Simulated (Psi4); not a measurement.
Psi4 input (wB97X-D/6-31G*):

```
memory 1500 MB

molecule {
0 1
N    -0.84752100    1.38383100   -0.56316800
Si   -0.00111600    0.00444000   -0.01389700
N    -1.19672300   -1.18325300    0.27320200
N     0.91959400   -0.01285600    1.44334100
O     1.10504600   -0.19367900   -1.22963900
H    -1.61422600    1.77852300   -0.04583400
H    -0.39944400    2.05702400   -1.16188100
H    -0.97872700   -2.04037000    0.75405500
H    -1.96722500   -1.29212500   -0.36554600
H     1.76720800    0.52983400    1.50298400
H     0.44190800   -0.02498300    2.33113200
H     1.79831500   -0.83468600   -1.05686400
symmetry c1
no_reorient
no_com
}

set {
  basis 6-31G*
  reference rks
  scf_type pk
  dft_radial_points 99
  dft_spherical_points 590
  e_convergence 1e-8
  d_convergence 1e-7
  maxiter 150
}

e = energy('wb97x-d')
print_out(f'\nFINAL {e:.10f} DIPOLE {variable("CURRENT DIPOLE")[0]:.6f} {variable("CURRENT DIPOLE")[1]:.6f} {variable("CURRENT DIPOLE")[2]:.6f}\n')
```

From the output:

```
    One-Electron Energy =               -1258.5255301250715547
    Two-Electron Energy =                 499.0869509379850797
    DFT Exchange-Correlation Energy =     -37.4041904361725273
    Empirical Dispersion Energy =          -0.0040800122193844
    VV10 Nonlocal Energy =                  0.0000000000000000
    Total Energy =                       -533.2178891114535872

Computation Completed

Properties will be evaluated at   0.000000,   0.000000,   0.000000 [a0]

Properties computed using the SCF density matrix

 Multipole Moments:

 ------------------------------------------------------------------------------------
     Multipole            Electronic (a.u.)      Nuclear  (a.u.)        Total (a.u.)
 ------------------------------------------------------------------------------------

 L = 1.  Multiply by 2.5417464519 to convert [e a0] to [Debye]
 Dipole X            :          0.0434074            0.0000057            0.0434130
 Dipole Y            :         -0.0091093           -0.0000019           -0.0091112
 Dipole Z            :          0.6297166            0.0000019            0.6297185
 Magnitude           :                                                    0.6312790

 ------------------------------------------------------------------------------------

FINAL -533.2178891115 DIPOLE 0.043413 -0.009111 0.629719

*** Psi4 exiting successfully. Buy a developer a beer!
```

The geometry given is a B3LYP-D3(BJ)/def2-TZVP minimum.
